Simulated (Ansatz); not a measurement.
The first iterations of a band of CH₁₀BNSSi₂ (16 atoms, charge 0, multiplicity 1).

Computed with RKS BHLYP-D4/6-31G* (Ansatz 0.2.0).

* movable images: 6
* climbing image: no
* spring: 5.0 eV/Å²
* optimiser: quadratic models (default)
* start path: through a guess of the saddle point
* force threshold: 0.05 eV/Å
* iteration limit: 53
* end points: relaxed

Initial state:

```xyz
16
Properties=species:S:1:pos:R:3
C -1.404 -2.138 -1.878
S -1.019 -2.886 -0.258
Si -0.691 -1.123 0.919
Si 1.053 0.215 0.116
B 1.316 1.840 1.284
N 1.016 3.106 0.810
H -2.268 -1.485 -1.812
H -1.635 -2.953 -2.554
H -0.558 -1.587 -2.271
H -0.393 -1.628 2.276
H -1.942 -0.330 0.989
H 2.268 -0.632 0.051
H 0.720 0.604 -1.281
H 1.709 1.749 2.405
H 0.684 3.290 -0.118
H 1.120 3.936 1.365
```

Final state:

```xyz
16
Properties=species:S:1:pos:R:3
C -1.443 -2.360 -1.807
S -0.716 -2.925 -0.230
Si -0.625 -1.065 0.834
Si 0.756 0.519 -0.197
B 0.660 2.300 0.747
N 1.739 2.768 1.477
H -2.411 -1.898 -1.648
H -1.574 -3.239 -2.427
H -0.787 -1.666 -2.319
H -0.107 -1.422 2.172
H -1.994 -0.521 1.000
H 2.134 -0.035 -0.198
H 0.332 0.630 -1.614
H -0.324 2.971 0.722
H 2.612 2.282 1.556
H 1.726 3.639 1.975
```

| iteration | highest image above the first end (eV) | largest band force component (eV/Å) |
| --- | --- | --- |
| 1 | 20.778 | 50.623 |
| 2 | 7.445 | 16.639 |
| 3 | 3.762 | 7.589 |
| 4 | 1.841 | 4.788 |
| 5 | 1.203 | 2.318 |
| 6 | 0.998 | 2.124 |

Problem. Does the band converge within its limit, and where does its top end?

Solution. The forces met the threshold. It ended after 19 iterations with the highest image 0.057 eV above the first end. No image climbed, so the highest image needn't sit at the top of the path.

Run time: 10 min on 2 threads of Arm Neoverse V1 (shared host), peak memory 0.33 GiB.
